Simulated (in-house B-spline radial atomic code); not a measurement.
# Ionising Zn+ with different functionals

Computed with an all-electron radial atomic-structure program (B-spline basis): scalar-relativistic (spin-free X2C) Hamiltonian, Fermi nucleus of rms radius 3.9283 fm, spin-polarised at highest spin, spherical fractional occupations for the functionals, the average over the highest-spin determinants for Hartree-Fock. The ionisation energy is the difference of two self-consistent energies, [Ar] 3d10 4s1 → [Ar] 3d10, without Breit or QED terms; ε is the level of the shell that loses the electron (its least bound occupied spin orbital).

```tsv
method	rung	ΔSCF (eV)	-ε(4s) (eV)
Hartree-Fock	Hartree-Fock	16.86	16.97
HF fractional	Hartree-Fock	16.86	16.97
LDA VWN5	LDA	?	?
LDA PW92	LDA	19.02	14.78
LDA exchange-only	LDA	18.07	13.93
PBE	GGA	18.73	14.52
PBEsol	GGA	?	?
BLYP	GGA	18.88	14.51
RPBE	GGA	18.57	14.40
PW91	GGA	18.81	14.61
BP86	GGA	18.84	14.70
AM05	GGA	18.64	14.51
OLYP	GGA	18.33	14.16
TPSS	meta-GGA	18.43	14.45
SCAN	meta-GGA	18.71	14.93
r2SCAN	meta-GGA	18.54	14.87
revTPSS	meta-GGA	18.38	14.45
PBE0	global hybrid	18.33	15.27
B3LYP	global hybrid	18.71	15.27
TPSSh	global hybrid	18.29	14.75
BHandHLYP	global hybrid	18.16	16.01
r2SCAN0	global hybrid	18.26	15.57
B97-1	global hybrid	18.13	14.85
HSE06	range-separated hybrid	18.41	14.96
wB97X	range-separated hybrid	18.01	17.34
CAM-B3LYP	range-separated hybrid	18.63	16.71
LC-wPBE	range-separated hybrid	18.28	17.90
```

(1) What does LDA VWN5 give?

(2) What does PBEsol give?

(3) Among the functionals, which spreads more, the ΔSCF values or the orbital energies?

(4) How do they compare with the NIST value?

## Answers

(1) ΔSCF 19.03 eV, and -ε(4s) = 14.78 eV.

(2) ΔSCF 18.68 eV, and -ε(4s) = 14.55 eV.

(3) The orbital energies: ΔSCF values span about 1.02 eV and the orbital energies 3.98 eV.

(4) NIST lists 17.964 eV (measured, ground level to ground level). Errors run from -1.11 to +1.06 eV; wB97X is closest (+0.05 eV), but part of that can be cancellation, since the calculations leave out Breit-QED terms. Hartree-Fock also lacks correlation.
